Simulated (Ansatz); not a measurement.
Born–Oppenheimer molecular dynamics of C₂H₅NSi (9 atoms, charge 0, multiplicity 1). It starts at the highest image of a converged band. Of that band: Neighbouring images differ by up to 1.5 eV, so the band resolves the path poorly. A vibrational analysis at the climbing image gives one clearly imaginary mode, 1212i cm⁻¹: a first-order saddle point.

Method: UKS PBE-D4/def2-SVP in Ansatz 0.2.0.

- ensemble: NVE (velocity Verlet)
- time step: 0.5 fs
- steps asked: 200
- starting velocities drawn for: 100 K
- seed: 4528

First frame:

```xyz
9
Properties=species:S:1:pos:R:3
N 2.171 -0.968 0.018
C 1.367 -0.157 -0.315
C 0.416 0.765 -0.794
Si -0.787 -0.452 0.428
H 0.797 1.796 -0.934
H -0.594 1.067 -0.364
H -2.170 0.156 0.415
H -0.815 -1.744 -0.314
H -0.296 -0.510 1.841
```

(1) How far do the bonds stretch over the last three quarters of this one trajectory? (Pairs bonded in most of those frames.)

## Answers

(1) 
```
  bond  mean (Å)  spread (Å)  shortest  longest
 N1–C2     1.180       0.008      1.17     1.20
 C2–C3     1.480       0.050      1.38     1.55
C3–Si4     1.959       0.038      1.90     2.03
 C3–H5     1.142       0.045      1.05     1.25
 C3–H6     1.167       0.065      1.03     1.31
Si4–H7     1.512       0.027      1.46     1.55
Si4–H8     1.514       0.025      1.47     1.56
Si4–H9     1.526       0.036      1.47     1.59
```

Mean temperature of the second half: 2160 K. The conserved energy stayed within 0.58 meV per atom of its start (net change -0.15 meV per atom), so the integration is sound. The kinetic energy rose, since the run started high on the potential surface and went downhill. A run of 0.1 ps of so small a system gives no equilibrium averages. The orbitals were unrestricted but ended closed-shell.

The run took 2.1 min on 2 threads of AMD EPYC 9R45 96-Core Processor (Zen 5) (shared host), peak memory 0.16 GiB.
